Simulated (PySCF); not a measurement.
How methods differ on the ionisation energy of Pd²⁺

Pd²⁺ [Kr] 4d8 [4d3/2^4 4d5/2^4, M_J = 4] → Pd³⁺ [Kr] 4d7 [4d3/2^4 4d5/2^3, M_J = 9/2], as a difference of total energies. Computed with PySCF 2.14 in x2c-QZVPPall-2c, with the two-component X2C-1e Hamiltonian. Correlated levels: [Ar] 3d10 frozen; the 32 highest virtual spinors dropped. "Screened" scales the spin-orbit matrix elements by Boettger's factors to mimic the two-electron term; Breit and QED terms are absent.

| method | ionisation energy (eV) | difference from reference (eV) |
| --- | --- | --- |
| GHF (spin-free) | 31.148 | -1.782 |
| GMP2 (spin-free) | 32.854 | -0.076 |
| GHF (screened spin-orbit) | 31.081 | -1.849 |
| GMP2 (screened spin-orbit) | 32.784 | -0.146 |

Reference: 32.93 eV (semi-empirical (NIST evaluation); NIST Atomic Spectra Database, ionization energies).

The spin-free rows relax to the high-spin LS determinant and lack the spin-orbit shift.

The labels give the starting determinants; with spin-orbit coupling the two ends relaxed to ⟨J²⟩ = 20.01, ⟨L²⟩ = 12.07, ⟨S²⟩ = 2.00 and ⟨J²⟩ = 24.76, ⟨L²⟩ = 12.22, ⟨S²⟩ = 3.69.
